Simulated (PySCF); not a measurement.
Zn(iPr)(SMe), C4H10SZn, SMILES C[S][Zn][CH](C)C, GFN2-xTB optimised geometry.

```
16

Zn    -0.87    -0.60     0.00
C     -2.14     1.03     0.00
C     -1.92     1.74    -1.33
C     -1.65     1.88     1.16
H     -3.20     0.80     0.13
H     -2.42     2.71    -1.31
H     -0.86     1.92    -1.51
H     -2.33     1.16    -2.16
H     -1.87     1.41     2.12
H     -2.14     2.85     1.15
H     -0.57     2.05     1.10
S      1.47    -0.60     0.00
C      2.11    -2.30     0.06
H      1.78    -2.80     0.96
H      3.20    -2.21     0.06
H      1.79    -2.85    -0.82
```

Density from PBE0/def2-TZVP run with PySCF 2.14.0 at that geometry.

Minimum of the electron density along straight lines between bonded atoms, close to the bond critical point (lines longer than 1.1 times the sum of covalent radii, or with two minima, are not listed):

```
bond     length / Å  ρ at the minimum / e bohr⁻³  ∇²ρ there / e bohr⁻⁵  position (fraction from the first atom)
-------  ----------  ---------------------------  --------------------  ---------------------------------------
Zn1–C2        2.067                   (withheld)                  0.16                                     0.49
C2–C3         1.520                        0.247                 -0.61                                     0.50
C2–C4         1.520                        0.247                 -0.60                                     0.50
C2–H5         1.089                        0.280                 -0.96                                     0.64
C3–H6         1.093                        0.275                 -0.93                                     0.64
C3–H7         1.091                        0.278                 -0.95                                     0.64
C3–H8         1.089                        0.279                 -0.95                                     0.64
C4–H9         1.089                        0.278                 -0.95                                     0.64
C4–H10        1.093                        0.275                 -0.93                                     0.64
C4–H11        1.092                        0.277                 -0.95                                     0.64
Zn1–S12       2.335                        0.070            (withheld)                                     0.45
S12–C13       1.822                   (withheld)                 -0.28                                     0.53
C13–H14       1.086                        0.283                 -0.98                                     0.64
C13–H15       1.086                        0.282                 -0.98                                     0.64
C13–H16       1.086                        0.283                 -0.98                                     0.64
```

Problem. Complete the blanks.

Solution. 
- Zn1–C2, ρ at the minimum / e bohr⁻³: 0.090
- Zn1–S12, ∇²ρ there / e bohr⁻⁵: 0.15
- S12–C13, ρ at the minimum / e bohr⁻³: 0.176
